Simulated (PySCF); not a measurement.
PySCF input for C₂H₁₀O₂Si₂, SMILES C(C[SiH2]O)[SiH2]O, PBE0-D3(BJ)/def2-SVP. Coordinates come from a PBE0-D3(BJ)/def2-SVP optimisation. The structure was generated by enumeration, and PubChem lists no compound with its InChIKey, so it may never have been made. One conformer was computed; it need not be the lowest.

```python
import numpy as np
from pyscf import gto, scf, dft, df
from pyscf.hessian import thermo

mol = gto.M(
    atom='''
    O    -3.38457093   -0.42541829   -0.08262731
    Si   -1.79725112   -0.33649947    0.42715002
    C    -0.75828684    0.71390463   -0.74073265
    C     0.64298809    1.07694969   -0.23128843
    Si    1.83555185   -0.36464113   -0.00479778
    O     3.38468975    0.17654369    0.30291507
    H    -3.56608408   -0.98950388   -0.83890099
    H    -1.83440495    0.29516807    1.77643651
    H    -1.20189308   -1.70889662    0.53437483
    H    -1.34675804    1.62667408   -0.94271346
    H    -0.69155168    0.18387087   -1.70855220
    H     1.13036127    1.78278758   -0.92922042
    H     0.58275417    1.61460081    0.73179369
    H     1.47349555   -1.19535815    1.17640184
    H     1.78928089   -1.21356785   -1.24217053
    H     3.81943180    0.66606457   -0.40055603
    ''',
    basis='def2-SVP',
    charge=0,
    spin=0,
    max_memory=1600,
    verbose=3,
)
mf = dft.RKS(mol, xc='pbe0').density_fit(auxbasis='def2-universal-jkfit')
mf.disp = 'd3bj'
mf.grids.level = 3
mf.conv_tol = 1e-11
mf.max_cycle = 100
mf.kernel()

# [left out here: the lines that compute and print the analytic Hessian (its translational invariance restored by hand, since the grid's response is missing), thermochemistry and intensities]
```

Log of the run:

```
converged SCF energy = -810.889562809598

WARN: DFTD3 does not support analytical Hessian, using finite difference


WARN: Mole.unit (angstrom) is changed to Bohr

Mode                                 0                   1                   2
Irrep
Freq [cm^-1]                       36.3869             58.2299             91.1298
Reduced mass [au]                   3.6204              2.7446              3.9702
Force const [Dyne/A]                0.0028              0.0055              0.0194
Char temp [K]                      52.3526             83.7798            131.1155
Normal mode                   x     y     z       x     y     z       x     y     z
       0   O                -0.03  0.09  0.09   -0.02 -0.01 -0.06    0.05 -0.10  0.01
       1  Si                 0.02 -0.04 -0.02   -0.06  0.05  0.05    0.04  0.05  0.02
       2   C                -0.00 -0.05 -0.04    0.01 -0.06  0.02   -0.01  0.06 -0.01
       3   C                -0.01 -0.02 -0.06   -0.00 -0.05  0.04    0.01  0.04 -0.04
       4  Si                 0.02  0.01 -0.05    0.06 -0.01 -0.07   -0.04 -0.00 -0.05
       5   O                -0.03  0.03  0.12    0.02  0.03  0.03   -0.05 -0.07  0.09
       6   H                -0.13  0.11  0.10    0.03 -0.11  0.00    0.09 -0.22  0.09
       7   H                 0.16 -0.10  0.01   -0.16  0.19 -0.02   -0.01  0.11 -0.01
       8   H                -0.07 -0.09 -0.13   -0.07  0.06  0.24    0.13  0.09  0.08
       9   H                -0.02 -0.05 -0.04    0.03 -0.06 -0.05   -0.01  0.07  0.01
      10   H                -0.01 -0.05 -0.04    0.03 -0.12  0.05   -0.04  0.07 -0.02
      11   H                -0.02 -0.01 -0.06   -0.03  0.01  0.08    0.01  0.03 -0.06
      12   H                -0.01 -0.02 -0.06   -0.02 -0.10  0.07    0.04  0.05 -0.04
      13   H                -0.07 -0.08 -0.13    0.08 -0.16 -0.16   -0.14 -0.05 -0.12
      14   H                 0.15  0.08 -0.10    0.13  0.12 -0.16    0.01  0.07 -0.10
      15   H                 0.02  0.09  0.19    0.01  0.15  0.10    0.01 -0.02  0.16
Mode                                 3                   4                   5
Irrep
Freq [cm^-1]                      143.8518            149.1386            178.4014
Reduced mass [au]                   2.0954              1.7267              1.5476
Force const [Dyne/A]                0.0255              0.0226              0.0290
Char temp [K]                     206.9708            214.5772            256.6799
Normal mode                   x     y     z       x     y     z       x     y     z
       0   O                 0.02  0.02 -0.07   -0.01  0.04 -0.01   -0.01  0.04 -0.06
       1  Si                -0.02 -0.04  0.06   -0.00 -0.02 -0.01   -0.02 -0.02  0.01
       2   C                -0.01 -0.04  0.06    0.03 -0.07 -0.02   -0.03  0.06  0.08
       3   C                 0.02  0.05 -0.08   -0.02  0.06  0.05    0.04 -0.02 -0.07
       4  Si                -0.01  0.05 -0.02   -0.01  0.07 -0.00    0.02 -0.02  0.00
       5   O                 0.02 -0.04  0.02    0.04 -0.08 -0.01    0.01  0.03  0.01
       6   H                 0.12  0.32 -0.31   -0.12 -0.41  0.35   -0.10 -0.49  0.35
       7   H                -0.11 -0.07  0.07    0.06  0.04 -0.03   -0.01 -0.12  0.06
       8   H                -0.05 -0.05  0.09   -0.10 -0.06  0.03   -0.08 -0.05 -0.10
       9   H                -0.06 -0.07  0.06   -0.02 -0.12 -0.12   -0.02  0.09  0.22
      10   H                -0.06 -0.06  0.07    0.13 -0.12  0.01   -0.17  0.15  0.02
      11   H                -0.06 -0.00 -0.18   -0.06  0.13  0.10    0.02 -0.10 -0.17
      12   H                 0.07  0.13 -0.12   -0.11  0.01  0.07    0.16  0.06 -0.11
      13   H                -0.10  0.10 -0.02   -0.06  0.04 -0.03   -0.00  0.05  0.05
      14   H                 0.01  0.02 -0.01   -0.07  0.12 -0.04    0.07 -0.11  0.06
      15   H                 0.15 -0.25 -0.03    0.15 -0.26 -0.07    0.01 -0.01 -0.02
Mode                                 6                   7                   8
Irrep
Freq [cm^-1]                      195.1349            241.5702            387.5237
Reduced mass [au]                   1.5750              3.3152              3.1310
Force const [Dyne/A]                0.0353              0.1140              0.2770
Char temp [K]                     280.7556            347.5658            557.5603
Normal mode                   x     y     z       x     y     z       x     y     z
       0   O                -0.06 -0.06  0.05   -0.08 -0.06  0.05    0.05  0.04 -0.03
       1  Si                -0.03  0.02 -0.03   -0.05  0.00 -0.03    0.03  0.00  0.02
       2   C                -0.03  0.05 -0.01   -0.01  0.03  0.00   -0.13  0.02 -0.05
       3   C                -0.00 -0.03 -0.00    0.02  0.04 -0.04   -0.13 -0.06 -0.01
       4  Si                 0.04  0.00 -0.00    0.04  0.04  0.01    0.03  0.01  0.01
       5   O                 0.03  0.03  0.04    0.10 -0.10 -0.00    0.06 -0.04  0.01
[...]
Irrep
Freq [cm^-1]                     2200.0291           2253.3327           2261.9708
Reduced mass [au]                   1.0398              1.0410              1.0407
Force const [Dyne/A]                2.9652              3.1141              3.1371
Char temp [K]                    3165.3520           3242.0441           3254.4723
Normal mode                   x     y     z       x     y     z       x     y     z
       0   O                -0.00  0.00 -0.00   -0.00 -0.00 -0.00    0.00  0.00 -0.00
       1  Si                -0.01  0.03 -0.00    0.00 -0.01 -0.03    0.00 -0.00  0.00
       2   C                -0.00 -0.00  0.00   -0.00 -0.00 -0.00    0.00 -0.00 -0.00
       3   C                 0.00  0.00 -0.00   -0.00  0.00 -0.00   -0.00  0.00  0.00
       4  Si                -0.00  0.00  0.01   -0.00 -0.00  0.00   -0.01 -0.02  0.03
       5   O                -0.00 -0.00  0.00    0.00 -0.00  0.00   -0.00 -0.00 -0.00
       6   H                -0.00  0.00 -0.00    0.00  0.00 -0.00    0.00 -0.00  0.00
       7   H                -0.00  0.02  0.01   -0.03  0.41  0.88    0.00 -0.03 -0.07
       8   H                 0.38 -0.89  0.07   -0.00  0.01 -0.01   -0.04  0.08 -0.01
       9   H                 0.00  0.01 -0.01    0.00 -0.00  0.00    0.00  0.00 -0.00
      10   H                 0.00  0.00  0.00    0.00  0.00 -0.01   -0.00 -0.00 -0.00
      11   H                 0.00 -0.00  0.00    0.00  0.00  0.00    0.00 -0.01  0.00
      12   H                -0.00  0.00  0.00    0.00  0.00 -0.00    0.00  0.00  0.00
      13   H                 0.02  0.05 -0.07    0.02  0.04 -0.06    0.24  0.54 -0.77
      14   H                -0.00 -0.06 -0.09    0.00  0.01  0.01    0.00 -0.01  0.01
      15   H                -0.00  0.00  0.00   -0.00 -0.00 -0.00   -0.00 -0.00  0.00
Mode                                36                  37                  38
Irrep
Freq [cm^-1]                     3037.0102           3043.5370           3092.6778
Reduced mass [au]                   1.0617              1.0625              1.1013
Force const [Dyne/A]                5.7695              5.7985              6.2059
Char temp [K]                    4369.5816           4378.9721           4449.6747
Normal mode                   x     y     z       x     y     z       x     y     z
       0   O                 0.00 -0.00  0.00    0.00  0.00  0.00   -0.00  0.00 -0.00
       1  Si                -0.00  0.00 -0.00   -0.00 -0.00  0.00    0.00 -0.00 -0.00
       2   C                -0.01  0.01 -0.03   -0.02  0.01 -0.06    0.02 -0.05 -0.02
       3   C                -0.02 -0.05  0.01    0.01  0.03  0.00   -0.02 -0.00  0.06
       4  Si                -0.00 -0.00  0.00    0.00 -0.00  0.00   -0.00 -0.00  0.00
       5   O                 0.00  0.00 -0.00   -0.00  0.00 -0.00    0.00  0.00 -0.00
       6   H                 0.00  0.00 -0.00    0.00  0.00  0.00    0.00  0.00 -0.00
       7   H                -0.00  0.00  0.00    0.00  0.00  0.00   -0.00  0.00  0.00
       8   H                 0.00 -0.00  0.00    0.00  0.00 -0.00   -0.00  0.00  0.00
       9   H                 0.18 -0.29  0.05    0.28 -0.44  0.08   -0.27  0.44 -0.10
      10   H                -0.03  0.16  0.27   -0.05  0.32  0.57   -0.03  0.17  0.33
      11   H                 0.31  0.45 -0.47   -0.15 -0.21  0.22    0.18  0.28 -0.27
      12   H                -0.03  0.20  0.39    0.02 -0.15 -0.28    0.04 -0.27 -0.48
      13   H                 0.00  0.00 -0.00   -0.00  0.00  0.00    0.00  0.00 -0.00
      14   H                 0.00  0.00  0.00   -0.00  0.00  0.00    0.00 -0.00 -0.00
      15   H                 0.00 -0.00 -0.00   -0.00 -0.00  0.00    0.00 -0.00 -0.00
Mode                                39                  40                  41
Irrep
Freq [cm^-1]                     3100.3060           3938.7120           3942.6604
Reduced mass [au]                   1.1014              1.0670              1.0671
Force const [Dyne/A]                6.2372              9.7524              9.7728
Char temp [K]                    4460.6501           5666.9296           5672.6105
Normal mode                   x     y     z       x     y     z       x     y     z
       0   O                -0.00  0.00  0.00   -0.00 -0.00 -0.00   -0.01 -0.03 -0.05
       1  Si                 0.00 -0.00 -0.00    0.00 -0.00 -0.00    0.00 -0.00 -0.00
       2   C                 0.02 -0.05 -0.03    0.00 -0.00 -0.00    0.00  0.00  0.00
       3   C                 0.01 -0.01 -0.06    0.00  0.00 -0.00    0.00 -0.00 -0.00
       4  Si                -0.00  0.00 -0.00    0.00 -0.00  0.00   -0.00  0.00 -0.00
       5   O                 0.00 -0.00  0.00   -0.03 -0.03  0.04    0.00  0.00 -0.00
       6   H                 0.00  0.00 -0.00    0.01  0.03  0.04    0.20  0.56  0.76
       7   H                -0.00  0.00  0.00    0.00  0.00  0.00   -0.00  0.00  0.00
       8   H                -0.00  0.00  0.00    0.00  0.00 -0.00    0.00 -0.00  0.00
       9   H                -0.26  0.41 -0.09    0.00 -0.00  0.00   -0.00 -0.00  0.00
      10   H                -0.03  0.23  0.44   -0.00  0.00  0.00    0.00 -0.00 -0.00
      11   H                -0.13 -0.20  0.20   -0.00  0.00  0.00    0.00  0.00 -0.00
      12   H                -0.03  0.28  0.48   -0.00  0.00 -0.00    0.00  0.00  0.00
      13   H                 0.00 -0.00  0.00    0.00  0.00 -0.00    0.00 -0.00  0.00
      14   H                -0.00  0.00  0.00    0.00  0.00  0.00    0.00 -0.00 -0.00
      15   H                -0.00  0.00 -0.00    0.45  0.49 -0.70   -0.02 -0.03  0.04
temperature 298.1500 [K]
pressure 101325.00 [Pa]
Rotational constants [GHz] 7.19034 0.80668 0.76611
Symmetry number 1
Zero-point energy (ZPE) 0.11800 [Eh]   309817.361 [J/mol]
                           tot       elec      trans        rot        vib
Entropy [J/mol/K]       417.577      0.000    168.688    119.962    128.928
Cv [J/mol/K]            147.609      0.000     12.472     12.472    122.665
Cp [J/mol/K]            155.923      0.000     20.786     12.472    122.665
Internal energy [J/mol]                      3718.434   3718.434 329112.280
Internal energy [Eh]   -810.76138  -810.88956
Enthalpy [J/mol]                             6197.391   3718.434 329112.280
Enthalpy [Eh]          -810.76043
Gibbs free energy [J/mol]                  -44096.833 -32048.158 290672.373
Gibbs free energy [Eh] -810.80785
mode   freq/cm-1   IR/(km/mol)
   1       36.39         0.151
   2       58.23         2.829
   3       91.13         2.298
   4      143.85        20.355
   5      149.14        45.255
   6      178.40        56.014
   7      195.13        58.104
   8      241.57        67.876
   9      387.52         5.334
  10      472.70        15.011
  11      512.63         8.507
  12      655.45        56.634
  13      667.32        62.116
  14      701.85        20.747
  15      708.39       140.485
  16      804.47        15.261
  17      833.30       163.206
  18      841.00       166.545
  19      878.32        10.799
  20      887.02        97.528
  21      893.65        64.794
  22      912.21       316.934
  23      926.46        97.350
  24      948.84       114.307
  25      957.00       100.141
  26     1031.16         3.848
  27     1075.43        31.442
  28     1139.96         5.365
  29     1271.16        11.160
  30     1280.16         5.705
  31     1423.73         5.605
  32     1432.41         6.707
  33     2191.20       120.106
  34     2200.03       128.074
  35     2253.33       101.682
  36     2261.97       115.642
  37     3037.01        27.968
  38     3043.54         8.542
  39     3092.68         4.371
  40     3100.31        10.409
  41     3938.71       101.619
  42     3942.66       100.074
max |gradient| / (hartree/bohr): 3.8363586539964234e-05
APT charges: [-8.7040e-01  1.4226e+00 -2.6830e-01 -2.6240e-01  1.4241e+00 -8.6740e-01
  3.1290e-01 -2.6730e-01 -3.0160e-01 -2.1300e-02 -6.9000e-03 -3.3900e-02
  3.0000e-04 -2.6980e-01 -3.0280e-01  3.1220e-01]
```

The calculation finished and met its thresholds.
